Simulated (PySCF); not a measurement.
# Electron correlation in Br (bromine, neutral)

[Ar] 3d10 4s2 4p5, 2P determinant. All numbers are calculated (PySCF 2.14, a scalar-relativistic core potential, in cc-pVTZ-PP with ECP10MDF (5s4p3d1f, 39 functions)). Frozen: 3s2 3p6 3d10; 7 electrons correlated.

MP2 pair energies summed by pair of shells (mhartree):

| pair | energy | share (%) |
| --- | --- | --- |
| 4p-4p | -81.49 | 60.7 |
| 4s-4p | -44.68 | 33.3 |
| 4s-4s | -8.07 | 6.0 |

Total MP2 correlation energy: -134.24 mhartree.

Same-spin part -30.59 and opposite-spin part -103.65 mhartree; SCS-MP2 scales them by 1/3 and 6/5 to -134.58 mhartree.

```json
{"level": "CCSD", "correlation energy (mhartree)": "-153.56"}
{"level": "(T)", "correlation energy (mhartree)": "-4.42"}
{"level": "CCSD(T)", "correlation energy (mhartree)": "-157.98"}
```

Diagnostics: T1 = 0.0062, D1 = 0.0205, largest double amplitude 0.047.

Cost of the coupled-cluster step: 0.57 s of wall time on 1 thread of Neoverse-V1 (shared host), for 7 correlated electrons.
